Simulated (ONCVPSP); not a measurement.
## Building the ONCV potential for In (Z = 49) (PBE, scalar-relativistic).

```
Element                 : indium (In)
Generator               : ONCVPSP 4.0.1
Type                    : optimised norm-conserving Vanderbilt (ONCV)
Functional              : PBE
Relativity              : scalar-relativistic
Frozen core             : [Kr]
Valence charge          : 13
Reference configuration : 4d10 5s2 5p1
Partial waves           : 5s: rc 1.90 bohr, ncon 4, nbas 8, qcut 2.7 1/bohr, 2 projectors, debl 2.2 Ha; 5p: rc 2.75 bohr, ncon 3, nbas 7, qcut 2.7 1/bohr, 1 projector; 4d: rc 1.15 bohr, ncon 4, nbas 9, qcut 7.5 1/bohr, 2 projectors, debl 3.3 Ha
Local potential         : polynomial inside 0.80 bohr (lpopt 5, dvloc0 0 Ha)
Core correction         : none
```

All-electron outer shells of the reference configuration (PBE, scalar-relativistic, ld1.x):

```csv
shell,level (eV),outermost node (bohr),outermost maximum (bohr)
4s,-119.66,0.41,0.77
4p,-78.13,0.42,0.82
4d,-18.62,0.40,0.94
5s,-8.21,1.02,2.16
5p,-2.52,1.14,2.85
```

Results:

| Quantity | Value |
| --- | --- |
| Cutoffs needed | 135 Ha and 228 Ha (the cutoffs (Ha) at which the residual kinetic energy of the hardest occupied pseudo-wave falls to 1 and 0.1 mHa per electron) |
| Ghost test | ghosts flagged at negative energy: s at -320.7 eV, p at -206.9 eV; GHOST(+) flagged for s at 70.6 eV; a true bound ghost makes a file unfit for plane-wave use |
| Configuration tests | 1 of 4 tests not solved or not reliable |

Generation and tests took about 2.7 s on one core of a shared server CPU.
